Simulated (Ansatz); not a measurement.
The cluster InPt5⁺, relaxed as a singlet with RKS B3LYP-D4/def2-SVP in Ansatz, starting from the GFN2-xTB geometry. Force threshold 0.02 eV/Å.

In the def2 sets In, Pt take a core potential; there is no spin–orbit coupling. The restricted singlet is unstable towards broken spin symmetry at other levels; at B3LYP-D4/def2-SVP this wasn't settled. Another isomer (singlet) lies 0.19 eV lower at PBE0-D4/def2-TZVP; other spin states weren't run for this one.

Start:

Cartesian coordinates in Å:
```
In 1.476 -1.075 -1.432
Pt -0.475 -0.866 1.109
Pt -2.000 -0.778 -0.888
Pt 0.480 1.332 0.455
Pt -1.062 1.390 -1.530
Pt 1.581 -0.003 2.285
```

**Question.** Estimate the energy that the relaxation releases and the steps that it takes.

**Answer.** 15.9 kcal/mol, in 16 steps; 2.4 min on 4 threads of AMD EPYC 7B13 on a shared host. No frequencies were taken in this run, so the end may be a saddle point.

**Question.** Does the start keep its bonding?

**Answer.** Bonds lost: In1–Pt2 (atoms count from 1). Bonds formed: In1–Pt3, In1–Pt6, Pt3–Pt4 (atoms count from 1).

**Question.** Predict the relaxed structure.

**Answer.** 
```xyz
6

In    1.573   -1.145   -1.089
Pt   -0.876   -0.486    1.484
Pt   -1.324   -0.901   -0.963
Pt    0.335    1.422    0.370
Pt   -1.366    1.572   -1.476
Pt    1.658   -0.463    1.673
```
Bond lengths (bridged metal pairs left out): 7 × Pt–Pt 2.51 to 3.15 Å; 3 × In–Pt 2.85 to 3.20 Å.
